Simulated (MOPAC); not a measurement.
A run for MOPAC: PM6 on CH5NSi (SMILES C[Si]N), a point of a bond scan (R = 1.093 Å).

```
PM6 1SCF PRECISE CHARGE=0 THREADS=1
CH5NSi

Si    -0.27695795 1    -0.02987367 1     0.65336335 1
C      0.58141634 1     1.33956110 1    -0.37080899 1
H      0.13315636 1     2.31548922 1    -0.16725671 1
H      0.57862855 1     1.17210013 1    -1.45148118 1
H      1.62575435 1     1.40795972 1    -0.04206701 1
N     -0.21931976 1    -1.29505645 1    -0.50310454 1
H      0.15769451 1    -1.23076375 1    -1.43932500 1
H     -0.57108211 1    -2.21852540 1    -0.30037125 1
```

The log:

```
*******************************************************************************
 **                                                                           **
 **                              MOPAC v23.2.5                                **
 **                                                                           **
 *******************************************************************************
 ** MOPAC's Digital Object Identifier: https://doi.org/10.5281/zenodo.6511958 **
 **                                                                           **
 ** Please cite the open-source release paper for use of this MOPAC version:  **
 ** J. E. Moussa and J. J. P. Stewart (2026)                                  **
 ** MOPAC: An open-source semiempirical molecular orbital program             **
 ** J. Open Source Softw., 11(119), 8025, https://doi.org/10.21105/joss.08025 **
 *******************************************************************************

                              PM6 CALCULATION RESULTS

 *******************************************************************************
 *  PM6        - The PM6 Hamiltonian to be used
 *
 *
 *
 *                 CHARGE ON SYSTEM = 0
 *
 *
 *
 *  PRECISE    - TIGHTER CRITERIA TO BE USED
 *  1SCF       - DO 1 SCF AND THEN STOP
 *  THREADS=1  - MULTI-THREADING NOT USED
 *  T=         - A TIME OF 172800.0 SECONDS REQUESTED
 *  DUMP=N     - RESTART FILE WRITTEN EVERY 7200.0 SECONDS REQUESTED
 *******************************************************************************
PM6 1SCF PRECISE CHARGE=0 THREADS=1
 CH5NSi

   ATOM   CHEMICAL          X               Y               Z
  NUMBER   SYMBOL      (ANGSTROMS)     (ANGSTROMS)     (ANGSTROMS)

     1      Si         -0.27695795  *  -0.02987367  *   0.65336335  *
     2       C          0.58141634  *   1.33956110  *  -0.37080899  *
     3       H          0.13315636  *   2.31548922  *  -0.16725671  *
     4       H          0.57862855  *   1.17210013  *  -1.45148118  *
     5       H          1.62575435  *   1.40795972  *  -0.04206701  *
     6       N         -0.21931976  *  -1.29505645  *  -0.50310454  *
     7       H          0.15769451  *  -1.23076375  *  -1.43932500  *
     8       H         -0.57108211  *  -2.21852540  *  -0.30037125  *



          CARTESIAN COORDINATES

    NO.       ATOM           X           Y           Z

     1        Si         -0.2770     -0.0299      0.6534
     2         C          0.5814      1.3396     -0.3708
     3         H          0.1332      2.3155     -0.1673
     4         H          0.5786      1.1721     -1.4515
     5         H          1.6258      1.4080     -0.0421
     6         N         -0.2193     -1.2951     -0.5031
     7         H          0.1577     -1.2308     -1.4393
     8         H         -0.5711     -2.2185     -0.3004

 General Reference for PM6:
 "Optimization of Parameters for Semiempirical Methods V: Modification of NDDO Approximations
 and Application to 70 Elements", J. J. P. Stewart, J. Mol. Mod., 13, 1173-1213 (2007)
 URL: https://link.springer.com/article/10.1007/s00894-007-0233-4

           Empirical Formula: C H5 N Si  =     8 atoms



      MOLECULAR POINT GROUP   :   C1


      RHF CALCULATION, NO. OF DOUBLY OCCUPIED LEVELS = 9


 -------------------------------------------------------------------------------
 PM6 1SCF PRECISE CHARGE=0 THREADS=1
 CH5NSi



     1SCF WAS SPECIFIED, SO BFGS WAS NOT USED
     SCF FIELD WAS ACHIEVED


                              PM6 CALCULATION
                                                       MOPAC v23.2.5 Linux




          FINAL HEAT OF FORMATION =         30.33615 KCAL/MOL =     126.92645 KJ/MOL


          COSMO AREA              =        104.95 SQUARE ANGSTROMS
          COSMO VOLUME            =         93.04 CUBIC ANGSTROMS

          IONIZATION POTENTIAL    =          7.463339 EV
          HOMO LUMO ENERGIES (EV) =         -7.463 -0.448
          NO. OF FILLED LEVELS    =          9
          MOLECULAR WEIGHT        =         59.1427         POINT GROUP:  C1

          MOLECULAR DIMENSIONS (Angstroms)

            Atom       Atom       Distance
            H     8    H     3     4.59031
           Si     1    H     4     2.24186
            H     5    H     8     1.58505


          SCF CALCULATIONS        =          1





   ATOM   CHEMICAL          X               Y               Z
  NUMBER   SYMBOL      (ANGSTROMS)     (ANGSTROMS)     (ANGSTROMS)

     1      Si         -0.27695795  *  -0.02987367  *   0.65336335  *
     2       C          0.58141634  *   1.33956110  *  -0.37080899  *
     3       H          0.13315636  *   2.31548922  *  -0.16725671  *
     4       H          0.57862855  *   1.17210013  *  -1.45148118  *
     5       H          1.62575435  *   1.40795972  *  -0.04206701  *
     6       N         -0.21931976  *  -1.29505645  *  -0.50310454  *
     7       H          0.15769451  *  -1.23076375  *  -1.43932500  *
     8       H         -0.57108211  *  -2.21852540  *  -0.30037125  *

                             CARTESIAN COORDINATES

   1   Si       -0.276957950    -0.029873670     0.653363350
   2    C        0.581416340     1.339561100    -0.370808990
   3    H        0.133156360     2.315489220    -0.167256710
   4    H        0.578628550     1.172100130    -1.451481180
   5    H        1.625754350     1.407959720    -0.042067010
   6    N       -0.219319760    -1.295056450    -0.503104540
   7    H        0.157694510    -1.230763750    -1.439325000
   8    H       -0.571082110    -2.218525400    -0.300371250


           Empirical Formula: C H5 N Si  =     8 atoms



      MOLECULAR POINT GROUP   :   C1


                  EIGENVALUES
 -30.35774 -24.37840 -16.78397 -16.15219 -13.45930 -13.38753 -11.48171 -10.29309
  -7.46334  -0.44799  -0.01599   0.83729   2.50691   2.78166   3.08098   3.36455
   4.43719   6.15764   6.27432   6.35129   7.14461   7.39182


              NET ATOMIC CHARGES AND DIPOLE CONTRIBUTIONS

  ATOM NO.   TYPE          CHARGE      No. of ELECS.   s-Pop       p-Pop       d-Pop
    1         Si           0.308386        3.6916     1.76562     1.46273     0.46326
    2          C          -0.769691        4.7697     1.08478     3.68492
    3          H           0.182502        0.8175     0.81750
    4          H           0.180194        0.8198     0.81981
    5          H           0.183411        0.8166     0.81659
    6          N          -0.540754        5.5408     1.48899     4.05176
    7          H           0.223984        0.7760     0.77602
    8          H           0.231968        0.7680     0.76803
 DIPOLE           X         Y         Z       TOTAL
 POINT-CHG.    -0.407    -1.144     0.322     1.257
 HYBRID         0.884     0.517    -1.790     2.062
 SUM            0.477    -0.627    -1.468     1.666


          ATOMIC ORBITAL ELECTRON POPULATIONS

     Atom    s        px        py        pz      x^2-y^2     xz        z^2       yz        xy
    1 Si   1.76562   0.38141   0.38286   0.69846   0.10195   0.04913   0.04579   0.15565   0.11074
    2  C   1.08478   1.21352   1.25896   1.21244
    3  H   0.81750
    4  H   0.81981
    5  H   0.81659
    6  N   1.48899   1.54507   1.25171   1.25498
    7  H   0.77602
    8  H   0.76803

 **********************
 *                    *
 * JOB ENDED NORMALLY *
 *                    *
 **********************




 == MOPAC DONE ==
```

The run finished.

Cost: about 0.020 core-seconds (a rough figure).
